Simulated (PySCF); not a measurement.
Job for PySCF: R-HF/3-21G on F2GaHSe (SMILES [F][Ga]([F])[SeH]), a point of a torsion scan.

```python
from pyscf import gto, scf, dft, mp
from pyscf.data.elements import chemcore

mol = gto.M(
    atom='''
    F    -1.53138224    1.48893874    0.11779450
    Ga   -0.66462061   -0.04014743    0.05878284
    F    -1.75908433   -1.40433230   -0.16343784
    Se    1.59928651   -0.35496431    0.42886725
    H     1.30462328   -1.24700145    1.53668157
    ''',
    basis='3-21g',
    charge=0, spin=0, verbose=3, max_memory=1800)
mf = scf.RHF(mol)
mf.conv_tol = 1e-8
mf.max_cycle = 100
mf.kernel()
if not mf.converged:
    mf = mf.newton().run(mf.mo_coeff, mf.mo_occ)
```

Output:

```
converged SCF energy = -4500.84241916232
```

The run converged.

Cost: roughly 0.5 core-seconds.
